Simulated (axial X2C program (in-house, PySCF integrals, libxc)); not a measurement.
## PtO⁺: properties at the nuclei

Computed with an axial X2C code built on PySCF integrals: two-component X2C with atomic mean-field Coulomb and Gaunt terms, Gaussian nuclei, basis Pt dyall-cv3z, O dyall-av3z with contracted cores.

R = 1.740 Å (near the PBE0 minimum at charge 1 of the determinant lowest at the starting distance; the state shown can have its own minimum elsewhere).

Determinant lowest in the PBE0 search, Ω = 3/2 (⟨Sz⟩ = 1.40, ⟨Lz⟩ = 0.10 at PBE0), spin on the atoms Pt 0.75, O 0.65:

```
    level  Eeff magnitude (GV/cm)  Ws magnitude Pt (kHz)  A∥/gI Pt (MHz)  qzz Pt (a.u.)  A∥/gI O (MHz)  qzz O (a.u.)
     PBE0                    48.8                   30.7            4420           7.67          -53.2         -0.02
       HF                    40.6                   24.4            1920           1.67            -30         -1.89
    TPSSh                    44.5                   27.7            4830           8.11          -54.6          0.12
      LDA                    36.3                   22.6            4930           9.40          -50.6          0.40
BHandHLYP                    50.5                   31.7            3520           6.06          -54.9         -0.63
```

Eeff is the effective electric field on the electron electric dipole moment in this Ω state and Ws the scalar–pseudoscalar constant of the nucleus named (defined with the proton number Z and per Ω); A∥ (defined per Ω) follows by multiplying with gI = μI/(I μN); qzz is the electric field gradient, eQq0 = 234.96 MHz × Q/barn × qzz. The operators were transformed with the bare-nucleus X2C matrices; with these basis sets, hyperfine constants and field gradients can be off by tens of per cent, and where levels differ in sign neither size nor sign is settled.

**Question.** With gI(17O) = -0.7575 (g factors from the IAEA table of nuclear moments by Stone), turn the PBE0 values of the first state into constants in MHz.

**Answer.** A∥(17O) = -53.2 × -0.7575 = 40.3 MHz.

Each state is one determinant with collinear spin, which with several unpaired electrons need not be a pure state. Unrestricted Hartree–Fock can overshoot spin polarisation at the nuclei. This is the top spin component of a Σ state; components of lower Ω are not single determinants and can lie lower. With several open shells hyperfine constants can be off by a factor of several. States lie within half an eV, so the first need not be the ground state. Further determinants of the search, some of them spin-mixed, are not shown. Where a field gradient or hyperfine factor spreads by more than a factor of two over the levels, a constant derived from it is not to be relied on.
